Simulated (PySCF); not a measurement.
SMILES [SiH3][SiH2]CCl (CH₇ClSi₂), GFN2-xTB optimised geometry.

```
11

Si     1.74    -0.54     0.00
Si    -0.58    -0.54     0.00
C     -1.22     1.27     0.00
Cl    -0.48     2.13    -1.38
H      2.25    -1.82     0.51
H      2.30    -0.36    -1.34
H      2.29     0.51     0.86
H     -1.20    -1.17    -1.17
H     -1.22    -1.15     1.18
H     -2.29     1.34    -0.13
H     -0.94     1.82     0.90
```

Density from PySCF with CAM-B3LYP/def2-TZVP at that geometry.

Minimum of the electron density along straight lines between bonded atoms, close to the bond critical point (lines longer than 1.1 times the sum of covalent radii, or with two minima, are not listed):

| bond | length / Å | ρ at the minimum / e bohr⁻³ | ∇²ρ there / e bohr⁻⁵ | position (fraction from the first atom) |
|---|---|---|---|---|
| Si1–Si2 | 2.314 | 0.100 | -0.19 | 0.46 |
| Si2–C3 | 1.917 | 0.114 | 0.15 | 0.39 |
| C3–Cl4 | 1.787 | 0.180 | -0.23 | 0.42 |
| Si1–H5 | 1.466 | 0.123 | 0.18 | 0.49 |
| Si1–H6 | 1.464 | 0.125 | 0.18 | 0.49 |
| Si1–H7 | 1.466 | 0.123 | 0.18 | 0.49 |
| Si2–H8 | 1.467 | 0.125 | 0.17 | 0.49 |
| Si2–H9 | 1.472 | 0.123 | 0.18 | 0.49 |
| C3–H10 | 1.087 | 0.284 | -1.00 | 0.65 |
| C3–H11 | 1.088 | 0.284 | -0.99 | 0.65 |
